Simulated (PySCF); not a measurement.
## Telling isomers of C₅H₁₁PSi apart by NMR

Calculated, not measured (PySCF): shieldings: GIAO PBE0/pcSseg-1, structure optimised with GFN2-xTB. Single conformer, rapidly exchanging positions averaged, relativity neglected, no solvent model.

Shifts are taken against calculated references (same method and geometry level): TMS for 1H (σref 31.72) and 13C (σref 186.93). Splittings of carbon signals by F and P are missing where no couplings were computed. Where no couplings were computed, multiplicities follow the n + 1 count of equivalent neighbours, and m marks all less simple cases (inequivalent or close neighbours, rings, F or P nearby). Shifts are as computed. Against solution values, carbons near 30 ppm lie about +3 ppm off and those near 130 ppm about +5 ppm. Of 1211 compounds with measured shifts, 218 miss one by over three times the rms of a fit or turn the order of signals round; such compounds aren't used in these exercises.

(1) Tabulate the signals of `CC1=C(C)P1C[SiH3]`, `C/C([SiH3])=P\C1CC1`, `C[Si](C)(C)CC#P` and their relative energies.

(2) What is the quickest way to tell C/C([SiH3])=P\C1CC1 from C[Si](C)(C)CC#P?

(3) What is the quickest way to tell CC1=C(C)P1C[SiH3] from C[Si](C)(C)CC#P?

(4) What is the quickest way to tell CC1=C(C)P1C[SiH3] from C/C([SiH3])=P\C1CC1?

## Answers

(1) 
```tsv
SMILES	carbon types	δC	δH	E rel. (kcal/mol)
CC1=C(C)P1C[SiH3]	2×C 1×CH2 2×CH3	134.0, 17.8, 15.0	3.87 (m, 3H), 2.51 (m, 6H), 0.15 (m, 2H)	35.1
C/C([SiH3])=P\C1CC1	1×C 1×CH 2×CH2 1×CH3	219.0, 27.3, 18.4, 7.2	4.44 (m, 3H), 2.79 (m, 3H), 1.07 (m, 1H), 1.03 (m, 2H), 0.53 (m, 2H)	38.2
C[Si](C)(C)CC#P	1×C 1×CH2 3×CH3	187.1, 23.9, -2.4	2.23 (m, 2H), 0.20 (s, 9H)	0.0
```

Energies are electronic energies at PBE0/pcSseg-1 on these geometries, without zero-point or thermal terms, each for the one conformer computed, which needn't be the lowest.

(2) Count the carbon signals: 4 against 3. The first has a three-membered-ring carbon (CH) at 18.4 ppm, the second a carbon bonded to C, P (C) at 187.1 ppm. Their most deshielded carbons lie at 219.0 and 187.1 ppm. In the proton spectra the most deshielded non-exchanging signals are 4.44 (m, 3H) and 2.23 (m, 2H).

(3) Both give the same number of carbon signals, but DEPT or the intensities differ. The first has a fully substituted alkene carbon (C) at 134.0 ppm, the second a carbon bonded to C, P (C) at 187.1 ppm. In the proton spectra the most deshielded non-exchanging signals are 3.87 (m, 3H) and 2.23 (m, 2H).

(4) Count the carbon signals: 3 against 4. The first has a fully substituted alkene carbon (C) at 134.0 ppm, the second a carbon double-bonded to a heavier main-group atom (C) at 219.0 ppm. In the proton spectra the most deshielded non-exchanging signals are 3.87 (m, 3H) and 4.44 (m, 3H).
